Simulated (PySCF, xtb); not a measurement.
Ti(F)4(OH2) (F4H2OTi), SMILES [OH2]->[Ti]([F])([F])([F])[F], multiplicity 1.

Harmonic wavenumbers (cm⁻¹) from GFN2-xTB in xtb 6.7.1 at its own minimum, in rising order: 41, 124, 133, 193, 218, 224, 239, 244, 272, 365, 406, 525, 610, 622, 644, 1450, 3493, 3506.

Question: What does PBE-D3(BJ)/def2-SVP in PySCF 2.14.0 give at its own minimum? (An estimate is asked for; the answer gives what the named calculation found.)

Answer: 110, 121, 188, 204, 224, 236, 243, 244, 274, 467, 529, 671, 762, 776, 798, 1567, 3664, 3762. Paired by order, the mean absolute difference is 85 cm⁻¹ and the zero-point energies are 19.0 and 21.2 kcal/mol.
